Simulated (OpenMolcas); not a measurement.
An atom or ion with 80 electrons was computed by MS-CASPT2, IPEA 0.25 Eh, imaginary shift 0.1 Eh with spin-orbit coupling (OpenMolcas, ANO-RCC-VQZP, DKH2). The lowest levels that the run gave, each within 12 % of the measured value where one is at hand:

```tsv
J	Parity	E (cm-1)	g
0	even	0.0	
0	odd	73990	
1	odd	78300	1.464
2	odd	94300	1.501
1	odd	111230	1.037
0	even	180470
```

Q: Which ion is it, and what are the configurations and terms?

A: Bi IV (Z = 83, charge +3; active space 2 electrons in 8 orbitals (6s 6p 7s 7p)). J, parity and g give the terms where levels are pure, and mixed ones are named by the computed weights; the size of the splittings, set against known spectra of the 80-electron sequence, gives the charge. In order, with the measured energies in cm-1 (Moore, Atomic Energy Levels, vol. III, NSRDS-NBS 35 (1971 reprint of NBS Circular 467, 1958)): 6s2 1S0, 6s 6p 3P* 0 (70968), 6s 6p 3P* 1 (75926), 6s 6p 3P* 2, 6s 6p 1P* 1 (114602), 6p2 3P0 (166552).

Over all roots computed the reference weight is 0.85 to 0.94; the roots of lowest weight are the least certain, and an intruder state may touch them. The run also gave levels led by 6s 7s, which use shells meant for correlation; these and all levels above them are left out. The ¹D term of p² mixes with s d, which this space lacks. Spin-orbit splittings of 6p shells tend to come out small when the coupling is added on scalar orbitals. Measured partners are found by configuration, term and J. A level has none where our copy of the source lacks it or the pairing is in doubt (some pairs that miss far off the trend of their configuration count as doubtful), and it then counts in no deviation. Only configurations of the active space appear.

* marks odd parity.
